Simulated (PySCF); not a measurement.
Isomers of C5H3O3 (doublet state), mass 111.008 u with the commonest isotopes. Method: PBE0-D3(BJ)/def2-SVP geometry optimisation, gas phase in PySCF 2.14.0. One conformer each, none proved a minimum here; rigid rotors.

Problem. Order these by rotational constant C, smallest first.
A. `[O:1]=[C:2]([OH:3])[c:4]1[c:5][cH:6][cH:7][o:8]1` (doublet state) with O1–C2–O3–H 0°, O1–C2–C4–C5 -179°
B. `[O:1]=[C:2]([OH:3])[c:4]1[cH:5][c:6][cH:7][o:8]1` (doublet state) with O1–C2–O3–H 0°, O1–C2–C4–C5 180°
C. `[O:1]=[C:2]([OH:3])[c:4]1[c:5][o:6][cH:7][cH:8]1` (doublet state) with O1–C2–O3–H 0°, O1–C2–C4–C5 0°

Solution. C (1213 MHz), A (1261 MHz), B (1294 MHz).

Problem. Order these by dipole moment, smallest first.
A. `[O:1]=[C:2]([OH:3])[c:4]1[cH:5][c:6][o:7][cH:8]1` (doublet state) with O1–C2–O3–H 0°, O1–C2–C4–C5 180°
B. `[O:1]=[C:2]([OH:3])[c:4]1[c:5][o:6][cH:7][cH:8]1` (doublet state) with O1–C2–O3–H 0°, O1–C2–C4–C5 0°
C. `[O:1]=[C:2]([OH:3])[c:4]1[cH:5][c:6][cH:7][o:8]1` (doublet state) with O1–C2–O3–H 0°, O1–C2–C4–C5 180°
D. `[O:1]=[C:2]([OH:3])[c:4]1[c:5][cH:6][cH:7][o:8]1` (doublet state) with O1–C2–O3–H 0°, O1–C2–C4–C5 -179°

Solution. A (1.19 D), C (1.77 D), D (2.20 D), B (2.82 D).

Problem. Order these by rotational constant B, largest first.
A. `[O:1]=[C:2]([OH:3])[c:4]1[c:5][cH:6][cH:7][o:8]1` (doublet state) with O1–C2–O3–H 0°, O1–C2–C4–C5 -179°
B. `[O:1]=[C:2]([OH:3])[c:4]1[c:5][o:6][cH:7][cH:8]1` (doublet state) with O1–C2–O3–H 0°, O1–C2–C4–C5 0°
C. `[O:1]=[C:2]([OH:3])[c:4]1[cH:5][c:6][cH:7][o:8]1` (doublet state) with O1–C2–O3–H 0°, O1–C2–C4–C5 180°

Solution. C (1706 MHz), A (1625 MHz), B (1546 MHz).

```
         SMILES  point group  Ia (u·Å²)  Ib (u·Å²)  Ic (u·Å²)      κ  μa (D)  μb (D)  μc (D)
O=C(O)c1[c]occ1           Cs      89.77     326.82     416.59  -0.85    1.01    2.63    0.00
O=C(O)c1c[c]co1           Cs      94.34     296.19     390.54  -0.80    0.54    1.68    0.00
O=C(O)c1[c]cco1           Cs      89.65     311.08     400.72  -0.83    1.78    1.29    0.01
O=C(O)c1cc[c]o1           Cs      93.26     300.33     393.58  -0.81    0.84    2.77    0.00
O=C(O)c1c[c]oc1           Cs      93.55     313.55     407.10  -0.82    0.26    1.16    0.00
```
